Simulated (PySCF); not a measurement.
This PySCF input asks for the spin–spin couplings of `[H][Ga]([H])[F]`, FGaH$_{2}$; the geometry comes from PBE0-D3(BJ)/def2-SVP.

```python
import basis_set_exchange as bse
import numpy as np
from pyscf import gto, dft
from pyscf.data import nist
from pyscf.prop import ssc

atoms = """
Ga    0.062703    0.106269    0.000349
H     1.610883   -0.081271    0.014799
H    -0.838308    1.379430   -0.019418
F    -0.835288   -1.404428    0.004261
"""
names = {"Ga": "pcSseg-1", "H": "pcJ-1", "F": "pcJ-1"}
basis = {el: gto.basis.parse(bse.get_basis(n, elements=[el], fmt="nwchem")) for el, n in names.items()}
mol = gto.M(atom=atoms, basis=basis, charge=0, verbose=0)
mf = dft.RKS(mol, xc="PBE")
mf.grids.level = 2
mf.grids.alignment = dft.numint.BLKSIZE   # the property module wants whole blocks of grid points
mf.conv_tol = 1e-9
mf.kernel()

sc = ssc.RKS(mf)
sc.with_fcsd = True   # Fermi contact and spin-dipole together
sc.max_cycle_cphf = 60
g = {"F": 5.257736, "H": 5.58569468}   # nuclear g factors of 19F, 1H
sc.nuc_pair = [(i, j) for i in range(mol.natm) for j in range(i + 1, mol.natm)
               if mol.atom_pure_symbol(i) in g and mol.atom_pure_symbol(j) in g]
K = sc.kernel()
unit = nist.HARTREE2J / nist.PLANCK * (0.5 * nist.E_MASS / nist.PROTON_MASS) ** 2
for (i, j), k in zip(sc.nuc_pair, K):
    a, b = mol.atom_pure_symbol(i), mol.atom_pure_symbol(j)
    J = unit * g[a] * g[b] * np.trace(k) / 3
    if abs(J) >= 1:
        print("%s%d %s%d %8.1f Hz" % (a, i, b, j, J))
```

Task: What does it print?

Result: 
```
H1 H2     89.3 Hz
H1 F3     34.7 Hz
H2 F3     34.3 Hz
```

These numbers come from an equivalent density-fitted implementation of the same equations, which agrees with the script to about 0.1 Hz, so last digits may differ.

Size and cost of the density-fitted run: 88 basis functions, 2.6 s wall time on 1 thread of an Arm Neoverse V2, shared host.
